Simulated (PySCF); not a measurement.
# A survey of 17O NMR shifts

Method: PBE0/pcSseg-1 with gauge-including orbitals, GFN2-xTB structure, in PySCF (a single conformation, fast rotation and ring inversion assumed for equivalent nuclei, non-relativistic Hamiltonian, no solvent).

Shieldings were converted by a linear fit to measured shifts: 17O (scatter 10.7 ppm rms, 12.2 ppm with the 3 outliers that the fit left out vs liquid water, solution or neat liquid). Occasional misses reach two or three times the rms, and more in compound classes unlike the fitted ones.

**Question.** Give the 17O shifts of `C#CC[P@](=O)(C=C)CCC`, `CC[P@]1(=O)C=C[C@@H](C)C=C1`, `CC(=O)O[C@@H]1CC[Si]1(N)N`, `C[SiH2]CS(=O)(=O)O`.

**Answer.** 
```tsv
compound	environment	δ (ppm)
C#CC[P@](=O)(C=C)CCC	P=O oxygen	33.8
CC[P@]1(=O)C=C[C@@H](C)C=C1	P=O oxygen	39.4
[CH3:1][C:2](=[O:3])[O:4][C@@H:5]1[CH2:6][CH2:7][Si:8]1([NH2:9])[NH2:10]	O3: ester carbonyl oxygen	365.6
[CH3:1][C:2](=[O:3])[O:4][C@@H:5]1[CH2:6][CH2:7][Si:8]1([NH2:9])[NH2:10]	O4: ester alkoxy oxygen	172.9
[CH3:1][SiH2:2][CH2:3][S:4](=[O:5])(=[O:6])[OH:7]	O5/6: S=O oxygen (×2)	188.7
[CH3:1][SiH2:2][CH2:3][S:4](=[O:5])(=[O:6])[OH:7]	O7: oxygen bonded to S, H	155.5
```

**Question.** Order these by 17O shift, lowest first.
A. C=C(F)[SiH2]O[SiH2][SiH](C)C
B. C#CC[P@](C)(=O)C1CCC1
C. C=CP(=O)(C=C)C1CCC1

**Answer.** A (-41.3 ppm, oxygen bonded to 2 Si), C (-4.7 ppm, P=O oxygen), B (38.8 ppm, P=O oxygen).
